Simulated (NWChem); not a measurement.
Molecule: BSiH$_{5}$; SMILES B[SiH3]

```xyz
7

B     -0.0013     1.4131     0.0113
H      1.0216     2.0407     0.1548
H     -1.0128     2.0374    -0.2080
Si    -0.0024    -0.6010     0.0391
H      0.2646    -1.0195    -1.3806
H     -1.3134    -1.1980     0.4450
H      1.0763    -1.1919     0.8920
```
Atoms are numbered in this order, from 1.

Results from NWChem. Pople sets run with spherical d functions. STO-3G and 3-21G are far too small for this property and stand as cheap habits. Geometry: optimised at PBE0/def2-SVP. GIAO values for the isolated, static molecule; σ is the absolute isotropic shielding, δ = σ(reference) − σ with the isolated reference molecule computed at the same levels (11B: boron trifluoride, 1H: tetramethylsilane, 29Si: tetramethylsilane).

```json
[
 {"level": "Hartree-Fock/STO-3G", "δ B1 (ppm)": "107.7", "δ H2 (ppm)": "9.21", "δ Si4 (ppm)": "-82.6", "δ H5 (rotor mean) (ppm)": "1.44"},
 {"level": "KT2/pcSseg-1", "δ B1 (ppm)": "105.0", "δ H2 (ppm)": "10.48", "δ Si4 (ppm)": "-100.7", "δ H5 (rotor mean) (ppm)": "3.81"},
 {"level": "B3LYP/6-31G*", "δ B1 (ppm)": "100.1", "δ H2 (ppm)": "10.37", "δ Si4 (ppm)": "-67.3", "δ H5 (rotor mean) (ppm)": "3.77"},
 {"level": "B3LYP/IGLO-III", "δ B1 (ppm)": "114.3", "δ H2 (ppm)": "10.38", "δ Si4 (ppm)": "-107.1", "δ H5 (rotor mean) (ppm)": "3.87"},
 {"level": "BHandHLYP/pcSseg-1", "δ B1 (ppm)": "106.2", "δ H2 (ppm)": "10.08", "δ Si4 (ppm)": "-97.4", "δ H5 (rotor mean) (ppm)": "3.60"}
]
```
